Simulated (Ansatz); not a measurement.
A structure drawn as `N=C[S][SnH3]`, with this starting geometry:

Cartesian coordinates in Å:
```
N 1.516 0.290 -1.508
C 0.400 0.824 -1.255
S 0.142 1.461 0.377
Sn -0.794 -0.506 1.184
H 2.283 0.155 -0.871
H -0.386 0.921 -2.015
H -1.252 -0.387 2.871
H 0.373 -1.823 0.988
H -2.283 -0.937 0.229
```

Total charge 0; spin multiplicity 1. Sn: def2 effective core potential.

Task: Relax it with Ansatz at PBE-D4/def2-SVP and then PBE0-D4/def2-TZVP. Is the drawn bonding still there?

Result: Yes, every drawn bond is still there and no new one forms.

Task: Give the relaxed structure. (Estimate.)

Result: Ansatz gave: 
Z-matrix (Å, degrees):
```
Sn
S 1 2.415
H 1 1.702 2 108.3
H 1 1.703 2 105.3 3 -119.9
H 1 1.702 2 108.1 3 120.2
C 2 1.774 1 101.5 3 118.5
N 6 1.258 2 125.3 1 -179.5
H 6 1.092 2 115.6 1 0.6
H 7 1.020 6 112.6 2 0.1
```
No frequency check was run.

Atoms count as bonded under 1.1 times the sum of their covalent radii (H–H under 0.85 Å, pairs among N, O and F under 1.55 Å), and a drawn bond as lost past 1.3 times.
